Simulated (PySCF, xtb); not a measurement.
C₅H₄F₂O, SMILES C=C=C1CC(F)(F)O1.

Harmonic wavenumbers (cm⁻¹) from xtb with GFN2-xTB at its own minimum, in rising order: 63, 135, 235, 303, 351, 389, 443, 480, 575, 591, 613, 789, 865, 882, 959, 964, 1008, 1042, 1117, 1120, 1157, 1238, 1330, 1407, 1479, 2112, 3026, 3028, 3071, 3080.

Task: What does B3LYP-D3(BJ)/def2-SVP (PySCF 2.14.0) give at its own minimum? (Estimate from the structure and the level; the computed values follow.)

Result: 64, 154, 235, 327, 421, 427, 477, 512, 605, 629, 646, 807, 906, 925, 974, 1011, 1032, 1061, 1159, 1217, 1284, 1309, 1353, 1436, 1508, 2114, 3094, 3100, 3165, 3181. Paired by order, the mean absolute difference is 43 cm⁻¹ and the zero-point energies are 48.4 and 50.2 kcal/mol.
